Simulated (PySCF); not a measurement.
Species: C4H4N2O3 (charge -1 and doublet state).
Geometry (GFN2-xTB, Å), atoms numbered from 1 in this order:
```
atom  x, y, z in Å
C1     2.3757    0.5266   -0.1028
O2     1.8652   -0.6709    0.4296
C3     0.5134   -0.7461    0.3819
N4    -0.2487    0.2213   -0.1272
C5    -1.5009   -0.2681    0.0310
C6    -2.6738    0.3870   -0.3512
O7    -3.8580   -0.0038   -0.2326
O8    -1.4578   -1.5129    0.6295
N9    -0.1110   -1.8051    0.8500
H10    2.1035    0.6348   -1.1571
H11    3.4597    0.4707    0.0040
H12    1.9853    1.3934    0.4387
H13   -2.4568    1.3737   -0.8115
```

The hyperfine couplings belong to this conformer and change with its torsions.

As a line formula: `CO[C]1N=C(C=O)O[N-]1` [radical] (charge -1).

Computed, not measured: UKS B3LYP, pcH-1 on C H N O, non-relativistic, mean-field spin-orbit, GIAO (PySCF). Whether the extra electron is bound in the gas phase wasn't checked; a finite basis holds it in any case. A GFN2-xTB geometry isn't a minimum of the functional, and hyperfine couplings can be far from their values at a DFT geometry, by a factor of two or more for some ions and for spin on atoms past the first row. Stability of the SCF solution: not tested.

Question: Where do the isotropic ENDOR lines of N4, H13 and H10/H11/H12 fall at 1207.5 mT, to first order?

Answer: For S = 1/2 in fast tumbling each set of equivalent nuclei gives two lines, ν± = |νn ± a/2| to first order, with νn = g_N μN B/h and μN/h = 7.62259 MHz/T.

| nuclei | isotope | g_N | νn (MHz) | a_iso (MHz) | lower line (MHz) | upper line (MHz) |
| --- | --- | --- | --- | --- | --- | --- |
| N4 | 14N | 0.4038 | 3.72 | 5.74 | 0.85 | 6.59 |
| H13 | 1H | 5.5857 | 51.41 | -18.81 | 42.01 | 60.82 |
| H10/H11/H12 | 1H | 5.5857 | 51.41 | -0.69 | 51.07 | 51.76 |

Question: Which pairs are centred on the nuclear Larmor frequency, and which on half the coupling?

Answer: Centred on νn, since |a| < 2νn: N4, H13 and H10/H11/H12. No pair has |a| > 2νn.

Question: At what field would the lower line of H13 fall to zero frequency?

Answer: Where νn = |a|/2, that is B = 9.41 MHz/(5.5857 × 7.62259 MHz/T) = 221 mT, as far as first order holds there.

Couplings of abundant isotopes left out: N9 (8.0 MHz).

Means are taken over nuclei equivalent by connectivity, which assumes that they swap fast.

Largest spin populations (Mulliken): O7 (+0.31), C6 (+0.18), C5 (+0.18) and N9 (+0.17). Four atoms exceed +0.15.

The SMILES draws the unpaired electron on C3; the largest computed Mulliken spin population is on O7 (0.31 against -0.06).
